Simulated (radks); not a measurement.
Problem. I2+, configuration [Kr] 4d10 5s2 5p3. Method: scalar-relativistic Kohn-Sham, PBEsol, spin-polarised, spherical densities, finite nucleus; open shells are filled with parallel spins first (spin-orbit coupling, left out, can overturn this in heavy ions); Fermi nuclear charge, rms radius 4.75 fm; computed with a radial shooting solver on a logarithmic mesh with Libxc functionals. Some entries of the table are withheld. Estimate them.

orbital,occ.,eigenvalue (hartree),<r^2> (bohr^2)
1s up,1,-1212.236,0.001005
1s down,1,-1212.232,0.001005
2s up,1,-187.9421,0.01620
2s down,1,-187.9400,0.01620
2p up,3,-168.7994,0.01283
2p down,3,-168.7958,0.01283
3s up,1,-38.52231,0.1129
3s down,1,-38.51849,0.1129
3p up,3,-32.31844,0.1131
3p down,3,-32.31413,0.1131
3d up,5,-23.01746,0.09864
3d down,5,-23.01339,0.09862
4s up,1,-7.37489,0.6188
4s down,1,-7.36629,0.6183
4p up,3,-5.42912,0.7153
4p down,3,-5.41989,0.7134
4d up,5,(1),0.9946
4d down,5,(2),0.9798
5s up,1,-1.36060,3.950
5s down,1,-1.26848,3.912
5p up,3,-0.93743,5.413
5p down,0,-0.83995,5.537
6s up,0,-0.40992,20.67

Solution. 
(1) 4d up eigenvalue (hartree): -2.59325
(2) 4d down eigenvalue (hartree): -2.57779
